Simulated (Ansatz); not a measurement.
Input for Ansatz (a program for electronic structure): R-B3LYP-D3(BJ)/def2-TZVP on CH3NO (a complex).

Ansatz 0.2 input:
```yaml
crystal:
  periodic: [false, false, false]
  atoms:
    - {symbol: N, position_ang: [-0.16236293, -0.08653434, 0.13357743]}
    - {symbol: H, position_ang: [-0.37290202, 0.82229739, 0.51908127]}
    - {symbol: H, position_ang: [-0.76787996, -0.78310400, 0.54361482]}
    - {symbol: H, position_ang: [0.79892931, -0.32487496, 0.32896099]}
    - {symbol: C, position_ang: [0.29487865, -0.39850748, 2.67226560]}
    - {symbol: O, position_ang: [-0.28227859, 0.38445780, 3.25635369]}
basis:
  gaussian:
    orbitals: def2-TZVP
hamiltonian:
  xc: b3lyp
  dispersion: d3bj
relax: {f_tol: 0.004, max_steps: 120}
scf: {lower_state_search: off}
```

Program output:

```
WARN ansatz: RAYON_NUM_THREADS=1 ignored (pool sized by the plan → 1); use --threads N
Functional definition: B3LYP
these checks for a lower state are left out or cut short: stability, starts, cluster_reference, orbital_swaps, neighbouring_geometries, increment
integrals: 0.02 GiB planned
618 factors; their error is unknown
mean field: 0.27 GiB planned
mean field evaluation 1: about -4616.1213 eV, gradient 6.9e1 eV
mean field evaluation 2: about -4600.6700 eV, gradient 1.1e2 eV
mean field evaluation 4: about -4624.1176 eV, gradient 9.6e0 eV
mean field evaluation 8: about -4624.2832 eV, gradient 1.6e-1 eV
mean field evaluation 16: about -4624.2881 eV, gradient 2.3e-4 eV
mean field -4624.28805038 eV, -169.9394513965 hartree, gradient 4.3e-6 eV, S^2 0.000000; 0 other end points of the search recorded, 0 dependent functions left out
the calculation of the forces begins
reference -4624.28824672 eV, -169.9394586119 hartree; 12, 12 occupied and 99, 99 virtual orbitals, 618 factors
relax step   1: F+E_penalty+E_count = -4624.40988074 eV  Δ(F+E_penalty+E_count) = +0.000e0 eV  max|allowed force component| = 1.112e0 eV/Å  Δτ_max = 0.0000 Å  (16 SCF iters, accepted)
these checks for a lower state are left out or cut short: stability, starts, cluster_reference, orbital_swaps, neighbouring_geometries, increment
integrals: 0.02 GiB planned
618 factors; their error is unknown
mean field: 0.27 GiB planned
mean field -4624.40503391 eV, -169.9437504618 hartree, gradient 1.8e-6 eV, S^2 0.000000; 0 other end points of the search recorded, 0 dependent functions left out
the calculation of the forces begins
reference -4624.40523320 eV, -169.9437577857 hartree; 12, 12 occupied and 99, 99 virtual orbitals, 618 factors
relax step   2: F+E_penalty+E_count = -4624.52109886 eV  Δ(F+E_penalty+E_count) = -1.112e-1 eV  max|allowed force component| = 1.667e0 eV/Å  Δτ_max = 0.1963 Å  (26 SCF iters, accepted)
these checks for a lower state are left out or cut short: stability, starts, cluster_reference, orbital_swaps, neighbouring_geometries, increment
integrals: 0.02 GiB planned
618 factors; their error is unknown
mean field: 0.26 GiB planned
mean field evaluation 32: about -4624.4884 eV, gradient 3.2e-3 eV
mean field -4624.48840468 eV, -169.9468142813 hartree, gradient 1.5e-6 eV, S^2 0.000000; 0 other end points of the search recorded, 0 dependent functions left out
the calculation of the forces begins
reference -4624.48860905 eV, -169.9468217915 hartree; 12, 12 occupied and 99, 99 virtual orbitals, 618 factors
relax step   3: F+E_penalty+E_count = -4624.59308176 eV  Δ(F+E_penalty+E_count) = -7.198e-2 eV  max|allowed force component| = 1.164e0 eV/Å  Δτ_max = 0.1953 Å  (21 SCF iters, accepted)
these checks for a lower state are left out or cut short: stability, starts, cluster_reference, orbital_swaps, neighbouring_geometries, increment
integrals: 0.02 GiB planned
618 factors; their error is unknown
mean field: 0.26 GiB planned
mean field -4624.50537119 eV, -169.9474377889 hartree, gradient 1.4e-6 eV, S^2 0.000000; 0 other end points of the search recorded, 0 dependent functions left out
the calculation of the forces begins
reference -4624.50557924 eV, -169.9474454346 hartree; 12, 12 occupied and 99, 99 virtual orbitals, 618 factors
relax step   4: F+E_penalty+E_count = -4624.60174626 eV  Δ(F+E_penalty+E_count) = -8.665e-3 eV  max|allowed force component| = 1.365e0 eV/Å  Δτ_max = 0.1932 Å  (26 SCF iters, accepted)
these checks for a lower state are left out or cut short: stability, starts, cluster_reference, orbital_swaps, neighbouring_geometries, increment
integrals: 0.02 GiB planned
618 factors; their error is unknown
mean field: 0.26 GiB planned
mean field -4624.38690973 eV, -169.9430844105 hartree, gradient 1.4e-6 eV, S^2 0.000000; 0 other end points of the search recorded, 0 dependent functions left out
the calculation of the forces begins
reference -4624.38711553 eV, -169.9430919736 hartree; 12, 12 occupied and 99, 99 virtual orbitals, 618 factors
relax step   5: F+E_penalty+E_count = -4624.48830976 eV  Δ(F+E_penalty+E_count) = +1.134e-1 eV  max|allowed force component| = 4.331e0 eV/Å  Δτ_max = 0.1621 Å  (27 SCF iters, rejected (line search))
these checks for a lower state are left out or cut short: stability, starts, cluster_reference, orbital_swaps, neighbouring_geometries, increment
integrals: 0.02 GiB planned
618 factors; their error is unknown
mean field: 0.26 GiB planned
mean field -4624.52093565 eV, -169.9480
[...]
0 dependent functions left out
the calculation of the forces begins
reference -4624.53439477 eV, -169.9485043857 hartree; 12, 12 occupied and 99, 99 virtual orbitals, 618 factors
relax step  26: F+E_penalty+E_count = -4624.62312973 eV  Δ(F+E_penalty+E_count) = -4.414e-5 eV  max|allowed force component| = 1.809e-2 eV/Å  Δτ_max = 0.0160 Å  (21 SCF iters, accepted)
these checks for a lower state are left out or cut short: stability, starts, cluster_reference, orbital_swaps, neighbouring_geometries, increment
integrals: 0.02 GiB planned
618 factors; their error is unknown
mean field: 0.25 GiB planned
mean field -4624.53420436 eV, -169.9484973883 hartree, gradient 1.4e-6 eV, S^2 0.000000; 0 other end points of the search recorded, 0 dependent functions left out
the calculation of the forces begins
reference -4624.53441471 eV, -169.9485051185 hartree; 12, 12 occupied and 99, 99 virtual orbitals, 618 factors
relax step  27: F+E_penalty+E_count = -4624.62291477 eV  Δ(F+E_penalty+E_count) = +2.150e-4 eV  max|allowed force component| = 1.911e-1 eV/Å  Δτ_max = 0.0382 Å  (20 SCF iters, rejected (line search))
these checks for a lower state are left out or cut short: stability, starts, cluster_reference, orbital_swaps, neighbouring_geometries, increment
integrals: 0.02 GiB planned
618 factors; their error is unknown
mean field: 0.25 GiB planned
mean field -4624.53423051 eV, -169.9484983492 hartree, gradient 1.3e-6 eV, S^2 0.000000; 0 other end points of the search recorded, 0 dependent functions left out
the calculation of the forces begins
reference -4624.53444069 eV, -169.9485060732 hartree; 12, 12 occupied and 99, 99 virtual orbitals, 618 factors
relax step  28: F+E_penalty+E_count = -4624.62316240 eV  Δ(F+E_penalty+E_count) = -3.267e-5 eV  max|allowed force component| = 1.034e-3 eV/Å  Δτ_max = 0.0099 Å  (21 SCF iters, accepted)
these checks for a lower state are left out or cut short: stability, starts, cluster_reference, orbital_swaps, neighbouring_geometries, increment
integrals: 0.02 GiB planned
618 factors; their error is unknown
mean field: 0.25 GiB planned
mean field -4624.53448155 eV, -169.9485075749 hartree, gradient 1.5e-6 eV, S^2 0.000000; 0 other end points of the search recorded, 0 dependent functions left out
the calculation of the forces begins
reference -4624.53469194 eV, -169.9485153067 hartree; 12, 12 occupied and 99, 99 virtual orbitals, 618 factors
relax step  29: F+E_penalty+E_count = -4624.62296132 eV  Δ(F+E_penalty+E_count) = +2.011e-4 eV  max|allowed force component| = 1.861e-1 eV/Å  Δτ_max = 0.0401 Å  (19 SCF iters, rejected (line search))
these checks for a lower state are left out or cut short: stability, starts, cluster_reference, orbital_swaps, neighbouring_geometries, increment
integrals: 0.02 GiB planned
618 factors; their error is unknown
mean field: 0.25 GiB planned
mean field evaluation 224: about -4624.5345 eV, gradient 7.5e-5 eV
mean field -4624.53448605 eV, -169.9485077401 hartree, gradient 1.3e-6 eV, S^2 0.000000; 0 other end points of the search recorded, 0 dependent functions left out
the calculation of the forces begins
reference -4624.53469634 eV, -169.9485154683 hartree; 12, 12 occupied and 99, 99 virtual orbitals, 618 factors
relax step  30: F+E_penalty+E_count = -4624.62318919 eV  Δ(F+E_penalty+E_count) = -2.679e-5 eV  max|allowed force component| = 3.975e-2 eV/Å  Δτ_max = 0.0195 Å  (21 SCF iters, accepted)
these checks for a lower state are left out or cut short: stability, starts, cluster_reference, orbital_swaps, neighbouring_geometries, increment
integrals: 0.02 GiB planned
618 factors; their error is unknown
mean field: 0.25 GiB planned
mean field -4624.53450903 eV, -169.9485085849 hartree, gradient 1.3e-6 eV, S^2 0.000000; 0 other end points of the search recorded, 0 dependent functions left out
the calculation of the forces begins
reference -4624.53471933 eV, -169.9485163130 hartree; 12, 12 occupied and 99, 99 virtual orbitals, 618 factors
relax step  31: F+E_penalty+E_count = -4624.62320094 eV  Δ(F+E_penalty+E_count) = -1.175e-5 eV  max|allowed force component| = 2.333e-2 eV/Å  Δτ_max = 0.0043 Å  (21 SCF iters, accepted)
these checks for a lower state are left out or cut short: stability, starts, cluster_reference, orbital_swaps, neighbouring_geometries, increment
integrals: 0.02 GiB planned
618 factors; their error is unknown
mean field: 0.25 GiB planned
mean field -4624.53477350 eV, -169.9485183040 hartree, gradient 1.3e-6 eV, S^2 0.000000; 0 other end points of the search recorded, 0 dependent functions left out
the calculation of the forces begins
reference -4624.53498392 eV, -169.9485260367 hartree; 12, 12 occupied and 99, 99 virtual orbitals, 618 factors
relax step  32: F+E_penalty+E_count = -4624.62320924 eV  Δ(F+E_penalty+E_count) = -8.299e-6 eV  max|allowed force component| = 5.911e-3 eV/Å  Δτ_max = 0.0099 Å  (21 SCF iters, accepted)
these checks for a lower state are left out or cut short: stability, starts, cluster_reference, orbital_swaps, neighbouring_geometries, increment
integrals: 0.02 GiB planned
618 factors; their error is unknown
mean field: 0.25 GiB planned
mean field -4624.53481545 eV, -169.9485198454 hartree, gradient 1.3e-6 eV, S^2 0.000000; 0 other end points of the search recorded, 0 dependent functions left out
the calculation of the forces begins
reference -4624.53502587 eV, -169.9485275783 hartree; 12, 12 occupied and 99, 99 virtual orbitals, 618 factors
relax step  33: F+E_penalty+E_count = -4624.62321770 eV  Δ(F+E_penalty+E_count) = -8.463e-6 eV  max|allowed force component| = 3.563e-3 eV/Å  Δτ_max = 0.0088 Å  (21 SCF iters, accepted)
these checks for a lower state are left out or cut short: stability, starts, cluster_reference, orbital_swaps, neighbouring_geometries, increment
integrals: 0.02 GiB planned
618 factors; their error is unknown
mean field: 0.25 GiB planned
mean field -4624.53494433 eV, -169.9485245816 hartree, gradient 1.3e-6 eV, S^2 0.000000; 0 other end points of the search recorded, 0 dependent functions left out
the calculation of the forces begins
reference -4624.53515480 eV, -169.9485323164 hartree; 12, 12 occupied and 99, 99 virtual orbitals, 618 factors
relax step  34: F+E_penalty+E_count = -4624.62321962 eV  Δ(F+E_penalty+E_count) = -1.915e-6 eV  max|allowed force component| = 4.165e-3 eV/Å  Δτ_max = 0.0065 Å  (22 SCF iters, accepted)
these checks for a lower state are left out or cut short: stability, starts, cluster_reference, orbital_swaps, neighbouring_geometries, increment
integrals: 0.02 GiB planned
618 factors; their error is unknown
mean field: 0.25 GiB planned
mean field evaluation 256: about -4624.5288 eV, gradient 4.2e-1 eV
mean field -4624.53502496 eV, -169.9485275447 hartree, gradient 1.3e-6 eV, S^2 0.000000; 0 other end points of the search recorded, 0 dependent functions left out
the calculation of the forces begins
reference -4624.53523547 eV, -169.9485352810 hartree; 12, 12 occupied and 99, 99 virtual orbitals, 618 factors
relax step  35: F+E_penalty+E_count = -4624.62322063 eV  Δ(F+E_penalty+E_count) = -1.016e-6 eV  max|allowed force component| = 2.096e-3 eV/Å  Δτ_max = 0.0039 Å  (22 SCF iters, accepted)
Total energy: -4624.62343115 eV, -169.9517764123 hartree
Atom 0 at    -0.129979    -0.126567    -0.169646 Å, force     0.000648     0.000617     0.001911 eV/Å
Atom 1 at    -0.355647     0.839487     0.037549 Å, force     0.000278    -0.001027    -0.000491 eV/Å
Atom 2 at    -0.915267    -0.694029     0.127660 Å, force     0.000446     0.000052    -0.000392 eV/Å
Atom 3 at     0.664959    -0.382873     0.404252 Å, force    -0.001441     0.000372    -0.001155 eV/Å
Atom 4 at     0.557086    -0.182826     3.214359 Å, force    -0.002027     0.000703     0.001643 eV/Å
Atom 5 at    -0.312767     0.160541     3.839680 Å, force     0.002096    -0.000718    -0.001517 eV/Å
Dipole moment:    -0.084775     0.049879     0.324149 e Å
Checks for a lower state left out: stability, starts, cluster_reference, orbital_swaps, neighbouring_geometries, increment
```

The calculation finished and met its thresholds.

Cost: about 40 core-seconds (a rough figure).
